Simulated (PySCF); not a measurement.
Ligand exchange on a metal centre used in film growth or etching (Hf Cl-Br). All species are isolated molecules in the gas phase.

The HOMO from two functionals at the same geometries (BP86-D3(BJ)/def2-SVP), both in PySCF: PBE-D3(BJ)/def2-TZVP and B3LYP-D3(BJ)/def2-TZVP. B3LYP has the VWN-RPA correlation part, as in Gaussian. 

```csv
species,PBE-D3(BJ)/def2-TZVP (eV),B3LYP-D3(BJ)/def2-TZVP (eV)
0 of 4 Cl replaced by Br ([Hf(Cl)4]),-8.32,-9.42
3 of 4 Cl replaced by Br,-7.66,-8.64
4 of 4 Cl replaced by Br,-7.65,-8.63
```

Over these rows, drawn at random from the members with no instability flagged (it was tested for open shells, ions and some series alone), PBE minus B3LYP-D3(BJ): mean +1.02 eV, from +0.97 eV to +1.10 eV.
